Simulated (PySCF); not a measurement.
# Nuclear quadrupole coupling in `[CH3][Ge]([CH3])([CH3])[c]1ccccc1`

C₉H₁₄Ge.
Cartesian coordinates in Å at the PBE0-D3(BJ)/def2-SVP level; atoms count from 1:
```xyz
24
C9H14Ge angstrom
C     -2.189    1.488    0.497
Ge    -1.278   -0.159   -0.028
C     -1.744   -1.610    1.199
C     -1.790   -0.660   -1.848
C      0.658    0.119    0.030
C      1.217    1.344    0.416
C      2.600    1.525    0.453
C      3.450    0.479    0.103
C      2.912   -0.749   -0.285
C      1.530   -0.923   -0.319
H     -1.916    1.780    1.523
H     -1.932    2.315   -0.181
H     -3.279    1.342    0.462
H     -1.210   -2.532    0.926
H     -2.825   -1.815    1.167
H     -1.468   -1.346    2.230
H     -2.875   -0.836   -1.912
H     -1.272   -1.580   -2.157
H     -1.523    0.138   -2.556
H      0.565    2.178    0.695
H      3.015    2.489    0.757
H      4.534    0.618    0.131
H      3.574   -1.574   -0.561
H      1.127   -1.894   -0.626
```

Field gradients from the PBE0/pcSseg-1 density (PySCF, non-relativistic), principal values in atomic units, ordered |Vxx| ≤ |Vyy| ≤ |Vzz|:

| atom | Vxx | Vyy | Vzz |
| --- | --- | --- | --- |
| Ge2 | -0.0828 | -0.1187 | 0.2015 |

Task: Find the asymmetry η = (Vxx − Vyy)/Vzz and the couplings χ = eQV/h (234.96 MHz × Q in barn × V in au), with Q(73Ge) = −0.196 b.

Result: 
| atom | environment | nucleus | η | χzz (MHz) | χxx (MHz) | χyy (MHz) |
| --- | --- | --- | --- | --- | --- | --- |
| Ge2 | germanium bonded to 4 C | 73Ge | 0.18 | -9.28 | 3.81 | 5.47 |

Task: What is Vzz at Ge2 in SI units (1 au = 9.71736 × 10²¹ V/m²)?

Result: 0.2015 au = 1.958 × 10²¹ V/m².

Task: And the gradient at the other heavy atoms, for which no coupling is worked out here?

Result: 
```
atom                    environment  Vzz (au)     η
  C1  sp3 carbon bound to germanium    -0.027  0.07
  C3  sp3 carbon bound to germanium    -0.022  0.40
  C4  sp3 carbon bound to germanium    -0.022  0.41
  C5    substituted aromatic carbon     0.342  0.04
  C6             aromatic CH carbon     0.321  0.17
  C7             aromatic CH carbon     0.317  0.22
  C8             aromatic CH carbon     0.321  0.21
  C9             aromatic CH carbon     0.317  0.22
 C10             aromatic CH carbon     0.314  0.21
```

Task: What couplings would deuterons (Q(2H) = 0.00286 b) have in place of the hydrogens, at this geometry?

Result: 
```
atom  bonded to  bond length (Å)  Vzz (au)     η  χzz (kHz)
 H11         C1            1.100    0.2992  0.03        201
 H12         C1            1.100    0.2993  0.03        201
 H13         C1            1.100    0.3001  0.02        202
 H14         C3            1.100    0.2999  0.02        202
 H15         C3            1.100    0.2996  0.02        201
 H16         C3            1.100    0.2998  0.02        201
 H17         C4            1.100    0.2995  0.02        201
 H18         C4            1.100    0.3002  0.02        202
 H19         C4            1.100    0.2996  0.02        201
 H20         C6            1.094    0.3010  0.07        202
 H21         C7            1.093    0.3037  0.06        204
 H22         C8            1.093    0.3042  0.06        204
 H23         C9            1.093    0.3038  0.06        204
 H24        C10            1.095    0.3003  0.08        202
```

Isolated species at its PBE0-D3(BJ)/def2-SVP geometry, gas phase. The calculation is non-relativistic, for germanium too. With a basis this small, the couplings can be 20 % off.

The run behind these numbers computed NMR shieldings as well. On one thread of an Arm Neoverse V2, no GPU, shared host, this took 68 s wall.
